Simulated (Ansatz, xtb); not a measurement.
## Relaxing a trial structure of CH4AlF2Si

The starting geometry of this gas-phase doublet was built from a drawn formula by distance geometry and a force field; its bonds are those of `FC[Si](F)[AlH2]`.

```yaml
atoms:
  - { symbol: C, position_ang: [-2.4057, -0.9806, -0.1825] }
  - { symbol: Al, position_ang: [-0.2164, 1.2038, 1.2697] }
  - { symbol: F, position_ang: [-2.2296, -0.3034, -1.3723] }
  - { symbol: F, position_ang: [0.4083, -1.6471, -0.1626] }
  - { symbol: Si, position_ang: [-0.8336, -0.9661, 0.7887] }
  - { symbol: H, position_ang: [-3.1887, -0.4834, 0.3716] }
  - { symbol: H, position_ang: [-2.6840, -2.0270, -0.4375] }
  - { symbol: H, position_ang: [-0.0773, 1.7312, 2.8335] }
  - { symbol: H, position_ang: [0.0574, 2.3126, 0.1038] }
```

Question: Predict what becomes of its bonds when it is optimised with r2SCAN-D4/def2-SVP.

Answer: It keeps its bonds, and is `FC[Si](F)[AlH2]`.

The energy falls by 0.56 eV over 34 steps:

```
step  E − E(last) (eV)
   1             0.558
   5             0.179
   8             0.084
  12             0.019
  16             0.005
  19             0.004
  23             0.002
  27             0.001
  30             0.000
  34             0.000
```

Final geometry (Å):

```yaml
atoms:
  - { symbol: C, position_ang: [-2.5233, -1.1019, -0.0794] }
  - { symbol: Al, position_ang: [0.0596, 1.4328, 1.2472] }
  - { symbol: F, position_ang: [-3.0524, -0.5177, -1.2265] }
  - { symbol: F, position_ang: [0.2166, -1.3796, -0.8461] }
  - { symbol: Si, position_ang: [-0.7268, -0.5530, 0.2049] }
  - { symbol: H, position_ang: [-3.1454, -0.8178, 0.7903] }
  - { symbol: H, position_ang: [-2.5743, -2.2022, -0.1851] }
  - { symbol: H, position_ang: [-1.0170, 2.1613, 2.1593] }
  - { symbol: H, position_ang: [1.5933, 1.8183, 1.1477] }
```

From the same start GFN2-xTB ends elsewhere, differing in Al2–F3 (1.93 against 4.43 Å here).

No frequencies were run, so the end isn't proven a minimum. Open shells are spin-unrestricted. Run with Ansatz 0.2.0, 2.9 min on 2 threads of Intel(R) Xeon(R) Platinum 8259CL CPU @ 2.50GHz (Skylake/Cascade Lake), on a shared host.
